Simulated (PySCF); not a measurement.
Electron correlation in Kr³⁺ (krypton, charge +3)

[Ar] 3d10 4s2 4p3, high-spin 4S determinant. Computed with PySCF 2.14 in x2c-TZVPPall (6s5p4d1f, 48 functions), with the spin-free X2C one-electron Hamiltonian (Gaussian nucleus). Frozen: [Ar] 3d10; 5 electrons correlated.

| level | correlation energy (mhartree) |
| --- | --- |
| CCSD | -96.80 |
| (T) | -2.17 |
| CCSD(T) | -98.97 |
| CCSDT | -99.37 |

Diagnostics: T1 = 0.0012, D1 = 0.0024, largest double amplitude 0.049.

Cost of the coupled-cluster step: roughly 0.8 core-seconds, for 5 correlated electrons.
